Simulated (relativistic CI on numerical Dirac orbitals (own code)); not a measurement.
**Spin-allowed bands of a d2 ion in an octahedral site, by hand**

Problem. Take Δ = 6860 cm⁻¹ and B = 980 cm⁻¹ for a d2 ion in an octahedral site. Calculate the three spin-allowed bands.

Working.
1. The terms of highest spin are 3F (energy 0) and 3P (15B = 14700 cm⁻¹). Here the F term splits into A2 at +1.2Δ = 8232, T2 at +0.2Δ = 1372 and T1 at −0.6Δ = -4116 cm⁻¹.
2. The two T1 states mix through the element 0.4Δ: H = [[-4116, 2744], [2744, 14700]], with roots ½(H₁₁ + H₂₂) ∓ ½√[(H₂₂ − H₁₁)² + 4H₁₂²] = ½(10584) ∓ ½(19600) = -4508 and 15092 cm⁻¹.
3. The ground term is 3T1 at -4508 cm⁻¹.
4. Bands: 3T2 5880 cm⁻¹ (1701 nm), 3A2 12740 cm⁻¹ (785 nm), 3T1(P) 19600 cm⁻¹ (510 nm).

Check. Exact diagonalisation of the whole d2 shell with these parameters gives 3T2 5880, 3A2 12740, 3T1 19600 cm⁻¹. The match is exact, since without spin-orbit coupling no other term has this spin. The ratio of the second band to the first, 2.167, depends on Δ/B = 7.0 alone, which is how a Tanabe-Sugano diagram is read.
